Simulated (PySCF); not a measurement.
# How methods differ on the excitation energy of Si²⁺

Si²⁺ [Ne] 3s2 (1S) → Si²⁺ [Ne] 3s1 3d1, s spin flipped, as a difference of total energies. All numbers are calculated (PySCF 2.14, no relativity, point nucleus, in aug-cc-pV(Q+d)Z (7s6p5d3f2g, 89 functions)). Correlated levels: valence: [Ne] frozen. The calculations carry no spin-orbit coupling.

```
           method  excitation energy (cm⁻¹)
              UHF                    140010
              LDA                    141160
              PBE                    138080
             PBE0                    139300
           r2SCAN                    136550
             MN15                    137370
             BLYP                    138090
              M06                    140720
           B2PLYP                    140450
    MP2 (valence)                    141830
SCS-MP2 (valence)                    142190
```

The upper determinant mixes two multiplicities, so it lies between the two terms.

The promoted electron is Rydberg-like, and one or two diffuse shells describe it only roughly, which tends to raise the upper state.
